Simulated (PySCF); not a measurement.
**Dipole moment and polarisability across levels of theory**

Species: C3H8O2Si.
Atom-mapped SMILES: `[CH2:1]=[CH:2][CH2:3][SiH:4]([OH:5])[OH:6]` (hydrogens: H7, H8 on C1; H9 on C2; H10, H11 on C3; H12 on Si4; H13 on O5; H14 on O6)

Cartesian coordinates in Å at the PBE0-D3(BJ)/def2-SVP level; atoms count from 1:
```
atom  x, y, z in Å
C1    -2.314   -0.470   -0.230
C2    -1.437    0.436   -0.681
C3    -0.198    0.870    0.027
Si4    1.237   -0.179   -0.589
O5     0.800   -1.778   -0.521
O6     1.525    0.347   -2.142
H7    -2.217   -0.921    0.764
H8    -3.177   -0.770   -0.830
H9    -1.587    0.855   -1.684
H10   -0.279    0.712    1.115
H11    0.024    1.934   -0.152
H12    2.463   -0.070    0.247
H13   -0.130   -1.921   -0.744
H14    2.191   -0.137   -2.639
```

PySCF, dipoles from the SCF density, polarisabilities from static response with core orbitals frozen. Geometry: PBE0-D3(BJ)/def2-SVP, one conformer, isolated molecule.

Compare the levels for these properties.

| level | μ (D) | α (au) | anisotropy (au) |
| --- | --- | --- | --- |
| CAM-B3LYP/def2-SVPD | 0.526 | 69.95 | 21.71 |
| wB97X-D/def2-SVPD | 0.516 | 69.92 | 21.57 |
| LC-wPBE/def2-SVPD | 0.534 | 68.26 | 20.95 |
| PBE0/6-31G* | 0.626 | 56.57 | 24.27 |
| PBE0/6-31+G* | 0.509 | 66.15 | 22.75 |
| PBE0/def2-SVP | 0.574 | 58.89 | 24.27 |
| PBE0/aug-cc-pVDZ | 0.526 | 72.08 | 23.12 |
| PBE0/def2-TZVP | 0.517 | 67.00 | 23.83 |

The anisotropy is √(½[(α1 − α2)² + (α2 − α3)² + (α3 − α1)²]). The dipole runs from 0.51 D (PBE0/6-31+G*) to 0.63 D (PBE0/6-31G*). No reference polarisability is at hand; against PBE0 in the largest diffuse basis at hand (aug-cc-pVDZ) the other PBE0 rows deviate by 6-31G* -22%, 6-31+G* -8%, def2-SVP -18%, def2-TZVP -7%. With PBE0 the polarisability is 60.82 au without diffuse functions (mean of 6-31G*, def2-SVP and def2-TZVP) and 69.12 au with them (mean of 6-31+G* and aug-cc-pVDZ).
